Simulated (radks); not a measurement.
Results of a calculation; reference values are marked as such.
Code: a radial shooting solver on a logarithmic mesh with Libxc functionals. Model: non-relativistic Kohn-Sham, exchange-only LDA, spin-unpolarised, spherical densities, point nucleus. Response by self-consistent Sternheimer equations with the Hartree and adiabatic exchange-only LDA kernel. For heavy and open-shell atoms this level of theory can miss by tens of per cent. Estimate the static dipole polarisabilities of Ga ([Ar] 3d10 4s2 4p1) and Al+ ([Ne] 3s2) and the C6 coefficients of the three pairs.

Answer. alpha = 81.61 and 24.09 bohr^3; C6 = 694.2 (Ga-Ga), 282.4 (Ga-Al+), 121.7 (Al+-Al+) hartree bohr^6.
